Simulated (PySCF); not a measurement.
A ladder of Hamiltonians for Sr³⁴⁺ (strontium, charge +34)

Occupied: 1s1/2, 2s1/2. Hartree-Fock calculated with PySCF 2.14 in an even-tempered Gaussian basis (16 s from 4.5 bohr⁻², ratio 2.7; 12 p from 5.4 bohr⁻², ratio 2.7), Gaussian nucleus throughout. NR is non-relativistic, sf-X2C the spin-free one-electron X2C Hamiltonian, X2C adds the bare one-electron spin-orbit term, X2C-SNSO screens it by Boettger's factors, DC is four-component Dirac-Coulomb, and the Gaunt and Breit terms are added at first order (total energies over the DC spinors, levels after relaxing the spinors in that mean field). QED terms are absent. Levels marked empty are virtual spinors of this ion.

```csv
Hamiltonian,E (hartree),E − E(DC) (hartree),CPU seconds
NR,-1746.0624,36.0182,0.3
sf-X2C,-1781.6504,0.4301,0.17
X2C,-1781.6504,0.4301,0.17
X2C-SNSO,-1781.6504,0.4301,0.17
DC,-1782.0806,0.0000,3.1
DC+Gaunt,-1781.1881,0.8925,5.2
DC+Breit,-1781.2054,0.8752,44
```

| level (eV) | NR | sf-X2C | X2C | X2C-SNSO | DC | DC+Gaunt | DC+Breit |
| --- | --- | --- | --- | --- | --- | --- | --- |
| 1s1/2 | -18609.1 | -18959.2 | -18959.2 | -18959.2 | -18969.6 | -18948.2 | -18948.4 |
| 2s1/2 | -4357.1 | -4460.7 | -4460.7 | -4460.7 | -4461.8 | -4459.4 | -4459.7 |
| 2p1/2 (empty) | -4146.1 | -4184.5 | -4241.7 | -4238.6 | -4239.4 | -4235.1 | -4235.7 |
| 2p3/2 (empty) | -4146.1 | -4184.5 | -4157.6 | -4159.0 | -4159.2 | -4156.7 | -4157.3 |
| 3s1/2 (empty) | -1824.4 | -1858.8 | -1858.8 | -1858.8 | -1859.1 | -1858.5 | -1858.6 |

```csv
interval (eV),X2C,X2C-SNSO,DC,DC+Gaunt,DC+Breit
2p3/2 − 2p1/2,84.09,79.56,80.20,78.41,78.41
```

Weight of the small component: 1s1/2 0.0193, 2s1/2 0.00446, 2p1/2 0.00437, 2p3/2 0.00428, 3s1/2 0.00185.

Koopmans' value for the highest occupied level at DC+Breit: 4459.7 eV, against an ionisation energy of 4465 ± 4 eV (semi-empirical (NIST evaluation); NIST Atomic Spectra Database, ionization energies); the former lacks relaxation, correlation, QED and recoil.

The whole ladder took 54 s of wall time on 1 thread of Neoverse-N1 (shared host), launched as `OMP_NUM_THREADS=1 python relrun2.py TASK.json OUT` (a driver that calls PySCF for each Hamiltonian).
